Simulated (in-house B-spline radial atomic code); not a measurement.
A fraction x of an electron is removed from 3p in Cl, starting from [Ne] 3s2 3p5 and keeping the highest spin. Method: non-relativistic SCAN, spin-polarised, spherical fractional occupations, point nucleus. Calculated with an all-electron radial atomic-structure program (B-spline basis).

```
   x  E(x) - E(0) (eV)  3p down level (eV)
   0            0.0000              -8.315
 0.1            0.8779              -9.245
0.15            1.3519              -9.714
0.34            3.3692             -11.528
0.41            4.1999             -12.207
 0.5            5.3381             -13.088
0.57            6.2784             -13.779
 0.7            8.1538             -15.075
0.81            9.8728             -16.183
0.88           11.0304             -16.893
   1           13.1310             -18.119
```

The exact functional would give a straight line between the two integer points. Deviations E(x) - E(0) - x[E(1) - E(0)], in eV: -0.435 at x = 0.1, -0.618 at x = 0.15, -1.095 at x = 0.34, -1.184 at x = 0.41, -1.227 at x = 0.5, -1.206 at x = 0.57, -1.038 at x = 0.7, -0.763 at x = 0.81, -0.525 at x = 0.88.

The curve lies below the straight line by up to 1.227 eV (at x = 0.5): convex, the delocalisation error that favours fractional charges.

(1) How well does Slater's transition state (minus the level at half occupation) give the ionisation energy?

Answers

(1) It gives 13.088 eV against 13.131 eV from the two total energies; NIST lists 12.97 eV, ground level to ground level.
